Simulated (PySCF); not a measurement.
TPSS on In⁻ (indium, charge -1), [Kr] 4d10 5s2 5p2, high-spin 3P determinant. Calculation: PySCF 2.14, in aug-cc-pVTZ-DK3; the spin-free X2C one-electron Hamiltonian (Gaussian nucleus).

```
cycle= 1 E= -5880.48318855437  delta_E= -0.0105  |g|= 0.0396  |ddm|= 0.526
cycle= 2 E= -5880.48344173784  delta_E= -0.000253  |g|= 0.0244  |ddm|= 0.226
cycle= 3 E= -5880.48398176605  delta_E= -0.00054  |g|= 0.00655  |ddm|= 0.137
cycle= 4 E= -5880.48404950137  delta_E= -6.77e-05  |g|= 0.00165  |ddm|= 0.0339
cycle= 5 E= -5880.48405229377  delta_E= -2.79e-06  |g|= 7.02e-05  |ddm|= 0.00932
cycle= 6 E= -5880.48405230776  delta_E= -1.4e-08  |g|= 2.07e-05  |ddm|= 0.00157
cycle= 7 E= -5880.4840523087  delta_E= -9.33e-10  |g|= 7.46e-07  |ddm|= 0.000216
converged SCF energy = -5880.4840523087  <S^2> = 2.0021243  2S+1 = 3.0014159
```

Highest occupied orbital energy: 1.276 eV; ⟨L²⟩ = 2.01; populations by l: s 10.00, p 20.00, d 20.00, f 0.00.

Can this result be used?

With care. Self-consistency was reached. At TPSS the highest occupied level has a positive energy, so only the finite basis holds that electron; in a semilocal or global hybrid functional this comes from self-interaction and does not mean that the real anion is unbound.
